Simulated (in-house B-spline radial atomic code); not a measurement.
Mn. Computed with a B-spline radial atomic code. Model: all-electron spherical atom, spin shells full or empty, radial basis limit, no spin-orbit coupling, Breit or QED, empty-state partial waves extrapolated as (l+1/2)^-4, RPA, G0W0 and static COHSEX of the highest shell as one setting changes (uncorrelated shells keep exact exchange).

Given: element Mn; charge 0; filled core Ar; hamiltonian one-electron scalar X2C; mean-field start PBE; highest l of empty states 9; nuclear rms radius 3.7057 fm; highest mean-field shell 4s down.

Shell: 3d 5 0, 4s 1 1 (electrons up and down).

| lowest nl shells left uncorrelated | RPA correlation energy (hartree) | G0W0 level (eV) | G0W0 minus most complete (meV) | COHSEX level (eV) | removal by RPA minus most complete (meV) |
| --- | --- | --- | --- | --- | --- |
| 0 | -1.7033 | -7.3936 | 0 | -9.8141 | 0 |
| 1 | ? | ? | ? | ? | ? |
| 2 | -1.3961 | -7.3953 | -1.7 | -9.8187 | 2.9 |
| 3 | -0.94877 | -7.3877 | 5.9 | -9.8023 | 0.9 |
| 4 | ? | ? | ? | ? | ? |
| 5 | -0.29227 | -7.3095 | 84.1 | -9.7309 | -79.3 |
| 6 | -0.069056 | -6.9398 | 453.8 | -9.1191 | -624.4 |

(1) What follows for lowest nl shells left uncorrelated = 4?

(2) What follows for lowest nl shells left uncorrelated = 1?

## Answers

(1) RPA correlation energy -0.78177 hartree; G0W0 level -7.411 eV; G0W0 minus most complete -17.4 meV; COHSEX level -9.8662 eV; removal by RPA minus most complete 20.1 meV.

(2) RPA correlation energy -1.5597 hartree; G0W0 level -7.3934 eV; G0W0 minus most complete 0.2 meV; COHSEX level -9.8135 eV; removal by RPA minus most complete -0.1 meV.
